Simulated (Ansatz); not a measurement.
Molecule: C2H8AlNO2 (charge 0, singlet). 
Geometry from a B3LYP-D3(BJ)/def2-TZVP (Ansatz, a quantum-chemistry and plane-wave program) optimisation:
```xyz
14

C      1.8742    -1.3869     0.7926
O      1.4681    -0.1667     0.2333
Al     0.0415     0.5783    -0.2683
N      0.1560     2.1708    -1.0073
O     -1.4880    -0.1110    -0.1045
C     -2.0649    -1.2679     0.4393
H      2.7642    -1.7547     0.2737
H      2.1288    -1.2586     1.8496
H      1.1002    -2.1597     0.7223
H     -0.6321     2.7058    -1.3322
H      1.0181     2.6667    -1.1608
H     -2.3600    -1.9597    -0.3562
H     -2.9624    -1.0033     1.0061
H     -1.3847    -1.7991     1.1147
```

Total electronic energies in hartree. Cores are frozen in the correlated levels unless marked. Spin-orbit coupling is left out. Non-relativistic. CBS(X,Y): correlation extrapolated as X^-3; Hartree-Fock from the larger set.

| level | program | energy (Eh) |
|---|---|---|
| HSE06/def2-TZVPD | Ansatz | -528.45106 |
| B2PLYP/def2-TZVPD | Ansatz | [?] |
| MP2/cc-pV(D+d)Z | Ansatz | -527.51913 |
| RI-MP2/CBS(cc-pV(T+d)Z,cc-pV(Q+d)Z) | Ansatz | -528.0255 |
| CCSD/aug-cc-pV(D+d)Z | Ansatz | -527.65187 |
| CCSD/aug-cc-pV(T+d)Z | Ansatz | -527.92422 |
| CCSD(T)/cc-pV(T+d)Z | Ansatz | -527.93989 |
| CCSD(T)/cc-pVTZ | Ansatz | -527.93408 |
| CCSD(T)/CBS(cc-pV(T+d)Z,cc-pV(Q+d)Z) | Ansatz | -528.0953 |

### Question
Fill in the missing entries.

### Answer

- B2PLYP/def2-TZVPD, energy (Eh): -528.58213
